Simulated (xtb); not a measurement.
bis(trichlorosilyl)methane (CH2Cl6Si2), SMILES Cl[Si](Cl)(C[Si](Cl)(Cl)Cl)Cl. All values are semi-empirical tight-binding results from xtb (GFN2-xTB unless named), good for trends rather than for accurate numbers. Geometry optimised at GFN2-xTB. The isomer is the one that the SMILES or the coordinates give; other isomers of the formula were not compared. Other conformers were not sampled.

Optimised geometry:

```xyz
11

Cl     3.2467    -0.5000    -1.1777
Si     1.6098     0.2323    -0.2479
Cl     2.0374     0.5756     1.6902
Cl     1.0558     1.9518    -1.1383
C      0.2239    -1.0793    -0.3758
Si    -1.5431    -0.5558     0.1348
Cl    -2.2947     0.7155    -1.2348
Cl    -1.5329     0.3219     1.9475
Cl    -2.6877    -2.2186     0.2080
H      0.5164    -1.9394     0.2281
H      0.1854    -1.4413    -1.4042
```

```yaml
point_group_as_xtb_finds_it: C2
orbital_gap: 6.38 eV
dipole_moment: 0.88 D
zero_point_energy: 23.2 kcal/mol
G − E(el) at 298.15 K (modified RRHO): -3.5 kcal/mol
static polarisability (D4 model): 149.2 bohr³
solvation energy, GFN2-xTB/ALPB(water): -2.4 kcal/mol
solvation energy, GFN2-xTB/ALPB(chcl3): -9.2 kcal/mol
```

### Question
Give the atomic charges and the Wiberg bond orders between heavy atoms. (Estimate from the structure and the level; the computed values follow.)

### Answer
charges (e) Cl1 -0.18, Si2 0.56, Cl3 -0.17, Cl4 -0.17, C5 -0.24, Si6 0.56, Cl7 -0.17, Cl8 -0.17, Cl9 -0.18, H10 0.07, H11 0.07. Bond orders Cl1–Si2 1.11, Si2–Cl3 1.13, Si2–Cl4 1.13, Si2–C5 0.87, C5–Si6 0.87, Si6–Cl7 1.13, Si6–Cl8 1.13, Si6–Cl9 1.11.
